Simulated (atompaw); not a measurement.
How hard is this Zr PAW (atompaw) potential?

| Item | Value |
| --- | --- |
| Element | Zr |
| Generator | atompaw 4.2.0.5 |
| Type | PAW |
| Functional | LDA (PW92) |
| Relativity | scalar-relativistic |
| Frozen core | [Ar] 3d10 |
| Valence charge | 12 |
| Reference configuration | 4s2 4p6 4d2 5s2 5p0 |
| Partial waves | 4s (bound): rc 1.90 bohr; 5s (bound): rc 2.95 bohr; 4p (bound): rc 1.85 bohr; 5p (bound, empty): rc 2.95 bohr; 4d (bound): rc 2.95 bohr; 4d channel at 3.15 Ry: rc 2.95 bohr |
| Local potential | ultrasoft scheme with l = 3 at 0.5 Ry, radius 2.75 bohr |
| Core correction | smooth core density matched at 1.65 bohr |
| Augmentation charge | besselshape compensation charge, radius 2.55 bohr; PAW radius 2.95 bohr; waves and projectors: custom rrkj gramschmidtortho |

The pseudo-atom Hamiltonian at the reference potential is diagonalised in spherical Bessel functions j_l(qr) that vanish at 20 bohr, with q² up to the cutoff. All-electron valence levels (Ry): 4s -4.0070, 5s -0.3373, 4p -2.3891, 5p -0.1137, 4d -0.2745.

Task: How do the lowest levels (Ry) of each channel move with the cutoff, and are there ghosts?

Result:

| cutoff (Ry) | s #1 | s #2 | p #1 | p #2 | p #3 | d #1 | d #2 | f #1 | Σ f·Δε (mRy) |
| --- | --- | --- | --- | --- | --- | --- | --- | --- | --- |
| 8 | -3.9096 | -0.3372 | -1.4679 | -0.1136 | 0.0459 | -0.2566 | 0.0513 | 0.1032 | 5757.8 |
| 12 | -3.9997 | -0.3373 | -2.2372 | -0.1137 | 0.0459 | -0.2743 | 0.0511 | 0.1032 | 926.4 |
| 18 | -4.0066 | -0.3373 | -2.3783 | -0.1137 | 0.0459 | -0.2745 | 0.0511 | 0.1032 | 65.3 |
| 30 | -4.0069 | -0.3373 | -2.3887 | -0.1137 | 0.0459 | -0.2745 | 0.0511 | 0.1032 | 2.7 |
| 40 | -4.0070 | -0.3373 | -2.3889 | -0.1137 | 0.0459 | -0.2745 | 0.0511 | 0.1032 | 0.8 |
| 50 | -4.0070 | -0.3373 | -2.3890 | -0.1137 | 0.0459 | -0.2745 | 0.0511 | 0.1032 | 0.3 |
| 400 | -4.0070 | -0.3373 | -2.3891 | -0.1137 | 0.0459 | -0.2745 | 0.0511 | 0.1032 | 0.0 |

Result: no extra level below or beside the all-electron valence levels (s, p, d, f tested); 10 mRy is reached at 25 Ry and 1 mRy at 40 Ry.
